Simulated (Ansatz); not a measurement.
`C[SiH](Cl)[SiH2]O` + SiH₄ → `O[SiH2][SiH]([SiH3])Cl` + CH₄  (formal exchange of groups at the Si–C bond)

Calculated with Ansatz (gas phase, PBE0-D4/def2-TZVP geometries, no zero-point term in ΔE). CBS: MP2 limit from def2 TZ/QZ plus the TZ coupled-cluster correction, frozen cores. This one scheme is used for every species. DFT in def2-TZVPP. B3LYP here is the variant with VWN-RPA as its local correlation; programs differ in this. Each species was taken in one conformer, which may not be the lowest.

```tsv
level	ΔE (kJ/mol)	difference from CCSD(T)/CBS
PBE-D4	-17.0	-12.2
r2SCAN-D4	-9.2	-4.4
ωB97M-V	0.9	5.7
B2PLYP	-2.6	2.2
r2SCAN	-8.8	-4.0
B3LYP	-5.2	-0.4
SCS-MP2/def2-TZVPP	2.9	7.7
CCSD(T)/def2-TZVPP	-2.9	1.9
HF/def2-QZVPP	5.3	10.1
HF/CBS(def2)	5.4	10.2
CCSD(T)/CBS	-4.8	0
```

Largest T1 diagnostic among the species: 0.012.

In def2-TZVPP, CCSD(T) changes the Hartree–Fock value by −7.8 kJ/mol (the triples alone add −1.5 kJ/mol) and MP2 by −3.3 kJ/mol. From PBE to PBE0 (25 % exact exchange), in def2-TZVPP and without D4, ΔE moves by +3.8 kJ/mol.
